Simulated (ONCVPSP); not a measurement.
nickel (Ni), ONCV: configuration errors across variants

* Element: Ni (Z = 28)
* Generator: ONCVPSP 4.0.1
* Type: optimised norm-conserving Vanderbilt (ONCV)
* Functional: BLYP
* Relativity: scalar-relativistic
* Frozen core: [Ne] 3s2
* Valence charge: 16
* Reference configuration: 3p6 3d8 4s1 4p1
* Partial waves: 4s: rc 2.20 bohr, ncon 4, nbas 8, qcut 2.5 1/bohr, 2 projectors, debl 3 Ha; 3p+4p: rc 1.30 bohr, ncon 5, nbas 9, qcut 13.5 1/bohr, 2 projectors; 3d: rc 0.80 bohr, ncon 3, nbas 7, qcut 14.3 1/bohr, 3 projectors, debl 0.7 Ha
* Local potential: polynomial inside 0.70 bohr (lpopt 5, dvloc0 4 Ha)
* Core correction: Teter function fitted to the true core (icmod 2), fcfact 0.7

All-electron excitation energies from the reference (eV): (1) 3p6 3d8 4s2 4p0 -4.615; (2) 3p6 3d8 4s1 4p0 4.735; (3) 3p6 3d8 4s0 4p0 22.282; (4) 3p6 3d8.5 4s1.5 4p0 -5.768.

1 further variants failed, have other tests or too few solved ones, and are left out.

A true bound ghost makes a file unfit for plane-wave use even where its test errors are small: the radial tests pick states by their node count and pass the ghost by.

Errors AE − PS in meV (a dash: test not solved or not reliable):

| change | (1) | (2) | (3) | (4) | bound ghosts | GHOST(+) flags above zero |
| --- | --- | --- | --- | --- | --- | --- |
| base | -4.3 | +0.3 | -10 | +5.6 | s | d |
| d: rc 0.9 | -4.2 | +0.3 | -9.4 | +2.7 | s | none |
| local potential polynomial inside 0.55 bohr (lpopt 3, dvloc0 2 Ha) | +1279 | +1254 | +1222 | – | s | s, d |
| s: debl 5.65 | -4.3 | +0.4 | -10 | +5.6 | s | s, d |

Q: Give the same row for: core correction polynomial model core, fcfact 0.5.

A: -4.8, 0.0, -16, +4.1; bound ghosts: s; GHOST(+) flags above zero: d.
